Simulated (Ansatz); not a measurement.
# Which is lower?

The two ends of one reaction step of SiN₂H₇F, singlet (PBE0-D4/def2-TZVP).

A:

Si1  (-0.677, -0.114, 0.315)
N2  (2.079, 0.072, -0.880)
H3  (-0.618, -1.031, -0.839)
H4  (0.303, -0.318, 1.399)
N5  (-2.218, -0.327, 1.018)
H6  (2.906, 0.062, -0.297)
F7  (-0.476, 1.386, -0.245)
H8  (2.310, -0.399, -1.745)
H9  (1.873, 1.039, -1.103)
H10  (-2.438, 0.049, 1.925)
H11  (-3.044, -0.421, 0.450)
(Å)

B:

```csv
atom,x (Å),y (Å),z (Å)
Si1,-0.1722,-0.9377,-0.0134
N2,1.0695,0.0987,-0.6902
H3,-0.6582,-2.0101,-0.9230
H4,0.5216,-1.5664,1.1435
N5,-1.5028,0.0703,0.3000
H6,0.9500,1.4057,0.3381
F7,0.7351,2.0907,0.9802
H8,2.0146,-0.2609,-0.6609
H9,0.8828,0.4772,-1.6102
H10,-1.3924,0.9016,0.8610
H11,-2.4482,-0.2692,0.2749
```

Ansatz 0.2.0; basis: def2-TZVPP; cores frozen in the correlated methods. B3LYP uses VWN-RPA correlation.

(1) Which structure is lower at CCSD(T), and by how much? (To be estimated.)

T1 diagnostic: at most 0.010.

Results:

(1) Computed: A, by 59.6 kJ/mol (electronic energy, against the other). By their contacts, A is a complex of SiNH₄F ([NH2][SiH2][F]) + NH₃ and B is a complex of SiN₂H₆ ([NH2][SiH2][NH2]) + HF.

All methods give the same order:

| method | E(B) − E(A) (kJ/mol) |
| --- | --- |
| SPW92 | 32.2 |
| PBE-D4 | 47.2 |
| BLYP-D4 | 55.3 |
| r2SCAN-D4 | 55.6 |
| B97M-V | 65.9 |
| PBE0-D4 | 50.1 |
| B3LYP-D4 | 57.4 |
| r2SCAN0-D4 | 56.2 |
| BHLYP-D4 | 63.1 |
| CAM-B3LYP-D4 | 58.1 |
| wB97X-V | 59.2 |
| wB97M-V | 60.8 |
| B2PLYP | 60.9 |
| PBE-QIDH | 54.5 |
| RPA on PBE | 62.6 |
| HF | 81.2 |
| MP2 | 56.4 |
| CCSD | 62.8 |
| CCSD(T) | 59.6 |

Labels in which every atom is bracketed show which atoms are joined, not bond orders.

For scale, one of the runs: CCSD(T)/def2-TZVPP, 233 basis functions, launched by `ansatz run in.yaml --threads 4 --pin off --events-out ev --progress --plain --max-ram 9574MiB`. Hardware: 4 CPU threads of an Arm Neoverse V1, shared host. Wall time 91 s; peak host memory 4.2 GiB.
